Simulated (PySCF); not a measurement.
[V(H2O)6]2+: what the settings change

[V(H2O)6]2+: V(II) (d3), charge +2. The structure is a PBE0-D3(BJ)/def2-SVP, IEF-PCM water geometry optimised for multiplicity 4; coordination octahedral, point group Th, metal–donor distances 2.11 Å.

```
19

V     0.000    0.000    0.000
O     2.112    0.000    0.000
H     2.684    0.778    0.000
H     2.684   -0.778    0.000
O    -2.112    0.000    0.000
H    -2.684    0.778    0.000
H    -2.684   -0.778    0.000
O     0.000    2.112    0.000
H     0.000    2.684    0.778
H     0.000    2.684   -0.778
O     0.000   -2.112    0.000
H     0.000   -2.684    0.778
H     0.000   -2.684   -0.778
O     0.000    0.000    2.112
H     0.778    0.000    2.684
H    -0.778    0.000    2.684
O     0.000    0.000   -2.112
H     0.778    0.000   -2.684
H    -0.778    0.000   -2.684
```

Method (PySCF 2.14, density fitting): CASSCF(3,5) with orbitals averaged over all microstates of the shell, strongly contracted NEVPT2 on the averaged canonical orbitals; basis x2c-TZVPall on the metal, x2c-SVPall elsewhere; spin-free X2C; IEF-PCM water; spin-orbit coupling by state interaction with the mean-field operator over all roots.

Base run: NEVPT2 ground state 4Ag, next 4Tg at 13216, then 2Eg at 14396 cm⁻¹, 10Dq(CASSCF) 12422, B(CASSCF) 920, ζ 170 cm⁻¹, g 1.971 1.971 1.971, μeff(300 K) 3.86 μB.

Task: What happens with the basis x2c-TZVPall on all atoms?

Result: NEVPT2 ground state 4Ag, next 4Tg at 12896, then 2Eg at 14325 cm⁻¹, 10Dq(CASSCF) 12213, B(CASSCF) 918, ζ 170 cm⁻¹, g 1.970 1.970 1.970, μeff(300 K) 3.86 μB. It took 43 s against 19 s on a shared host of the same kind.

Task: What happens with orbitals averaged over the highest spin alone?

Result: NEVPT2 ground state 4Ag, next 4Tg at 13128, then 2Eg at 14483 cm⁻¹, 10Dq(CASSCF) 12481, B(CASSCF) 937, ζ 173 cm⁻¹, g 1.970 1.970 1.970, μeff(300 K) 3.85 μB.

NEVPT2 lifts 4Tg from 11647 to 13216 cm⁻¹; on the d shell alone it tends to overshoot states that fill the eg-type orbitals.
